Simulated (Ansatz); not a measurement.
**Worked example: BH(CH3)I + NaSH → BH(CH3)(SH) + NaI**

Species: BH(CH3)I, singlet; NaSH `[Na][SH]`, singlet; BH(CH3)(SH), singlet; NaI (Sodium Iodide), singlet. The partners trade I for SH: B–I and Na–SH bonds give way to B–SH and Na–I.

Shapes, held fixed at every level: PBE0-D4/def2-TZVP. Flexible molecules stand in one conformer, not always the lowest. Programs: Ansatz 0.2.0. The zero-point and thermal change to 298 K, harmonic and unscaled (PBE0-D4/def2-TZVP), is +6.1 kJ/mol.

At CCSD(T)/def2-TZVPP; 1 Eh = 2625.50 kJ/mol:

| species | energy (Eh) |
| --- | --- |
| BH(CH3)I | -362.386138 |
| NaSH | -560.405053 |
| BH(CH3)(SH) | -463.586853 |
| NaI | -459.252961 |

Q: Work out ΔH(298 K) of the reaction at this level.

A: 
1. Products less reactants: (-463.586853) + (-459.252961) − [(-362.386138) + (-560.405053)] = -0.048623 Eh = -127.7 kJ/mol.
2. With the thermal change: -127.7 + (+6.1) = -121.6 kJ/mol.

Other levels give -153.1 (HF/def2-SVP) to -123.7 kJ/mol (B3LYP-D4/def2-TZVPP). No measured value is set beside it here. For atoms past krypton def2 sets carry core potentials with scalar relativity. Outer-core shells of I, Na are correlated in most correlated rows, in sets that cover them unevenly. The median of the other levels is -141.2 kJ/mol.
